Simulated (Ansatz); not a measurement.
`[SiH3][O][Mg][Cl]`, relaxed with RKS PBE0-D4/def2-TZVP in Ansatz from a PBE-D4/def2-SVP geometry. The force threshold is 0.005 eV/Å; the program also tests the step.

Total charge 0; spin multiplicity 1.

Start:

```xyz
7

Si    1.191    0.296   -0.446
O    -0.312   -0.115    0.114
Mg   -1.958   -0.502    0.733
Cl   -3.972   -0.971    1.491
H     1.973    1.050    0.601
H     1.986   -0.932   -0.822
H     1.093    1.174   -1.670
```

```
        step  energy (eV)  largest force (eV/Å)  largest move (Å)
           1  -27934.0160                 0.913             0.000
           2  -27934.0550                 0.686             0.043
           3  -27934.0653                 0.038             0.026
           4  -27934.0653                 0.007             0.002
           5  -27934.0654                 0.001             0.016
           6  -27934.0654                 0.005             0.017
7 (rejected)  -27934.0654                 0.014             0.004
           8  -27934.0654                 0.000             0.001
```

End:

```xyz
7

Si    1.167    0.294   -0.437
O    -0.305   -0.076    0.114
Mg   -1.927   -0.485    0.722
Cl   -3.906   -0.984    1.464
H     1.956    1.032    0.591
H     1.930   -0.935   -0.801
H     1.085    1.155   -1.653
```

It took 48 s on 2 threads of a server CPU on a shared host, with 0.37 GiB of host memory at the peak.
